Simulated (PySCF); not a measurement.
Input for PySCF: R-B3LYP/LANL2DZ on GeO, a point of a bond scan (R = 1.469 Å).

```python
from pyscf import gto, scf, dft, mp
from pyscf.data.elements import chemcore

mol = gto.M(
    atom='''
    Ge   -0.00000000   -0.00000000   -0.32648771
    O     0.00000000    0.00000000    1.14270698
    ''',
    basis='lanl2dz',
    ecp={'Ge': 'lanl2dz'},
    charge=0, spin=0, verbose=3, max_memory=1800)
mf = dft.RKS(mol, xc='b3lyp')
mf.conv_tol = 1e-8
mf.max_cycle = 100
mf.kernel()
if not mf.converged:
    mf = mf.newton().run(mf.mo_coeff, mf.mo_occ)
```

Output:

```
converged SCF energy = -78.9504880313589
```

The calculation finished and met its thresholds.

Cost: about 0.23 core-seconds (a rough figure).
